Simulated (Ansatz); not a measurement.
The multiplicity is imposed and other spin states were not computed.

Species: [Ag(NH3)(F)] (charge 0, multiplicity 1).

Give a relaxed geometry from r2SCAN-D4/def2-SVP (Ansatz, a quantum-chemistry and plane-wave program).

the end point of this relaxation.
Cartesian coordinates (Å) in one orientation:
```xyz
6

Ag     0.046    -0.080    -0.005
N      1.095    -1.916    -0.126
H      1.860    -1.877    -0.802
H      0.487    -2.687    -0.411
H      1.507    -2.181     0.771
F     -0.915     1.601     0.105
```
